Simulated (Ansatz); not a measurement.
`C[S][Mg][NH2]` + HCl → `[NH2][Mg][Cl]` + CH₃SH at 700 K and 1 bar (ligand exchange at a Mg–S bond).

Program: Ansatz. Geometries: PBE0-D4/def2-TZVP. ΔE: electronic, gas phase. CCSD(T)/CBS adds triple-zeta CCSD(T) − MP2 to the extrapolated MP2 energy (def2 sets, frozen cores). This one scheme is used for every species. For Mg outer-core shells are correlated without core-valence functions, which leaves a few kJ/mol of doubt a bond. One conformer a species, not always the lowest.

```tsv
species	CCSD(T)/CBS energy (Eh)	H − E (kJ/mol)	S (J/(mol·K))
`C[S][Mg][NH2]`	-693.49300	238.2	467.8
HCl	-460.38127	38.4	211.8
`[NH2][Mg][Cl]`	-715.67895	114.1	356.4
CH₃SH	-438.22835	160.2	309.0
```

H − E and S are ideal-gas, rigid-rotor, harmonic terms from PBE0-D4/def2-TZVP, for one conformer and one mirror image of each species. 1 Eh = 2625.50 kJ/mol, R = 8.31446 J/(mol·K).

Problem. By hand: ΔE, ΔH, ΔS and ΔG.

Solution. ΔE = (-715.67895) + (-438.22835) − (-693.49300) − (-460.38127) = -0.03303 Eh = -86.7 kJ/mol. Δ(H − E) = 114.1 + 160.2 − 238.2 − 38.4 = -2.3, so ΔH = -89.0 kJ/mol. ΔS = 356.4 + 309.0 − 467.8 − 211.8 = -14.2 J/(mol·K). ΔG = -89.0 − 700 × (-14.2)/1000 = -79.1 kJ/mol.

Problem. By hand: the equilibrium constant, and the temperature at which ΔG would vanish if ΔH and ΔS stayed fixed.

Solution. log₁₀ K = −ΔG/(RT ln 10) = 5.9. ΔG = 0 at ΔH/ΔS = 6268 K, far beyond where these terms or the molecules hold.

The number of gas molecules stays the same, so ΔS is small and ΔH decides. A doubt of 5 kJ/mol in ΔE shifts log₁₀ K by 0.4 here. Other conformers and mirror images would add mixing entropy, several J/(mol·K) or more a flexible species. These are equilibria of isolated gas molecules and say nothing of rates. Largest T1 diagnostic: 0.009 (customary marks: 0.02 for closed shells, 0.045 for open ones).
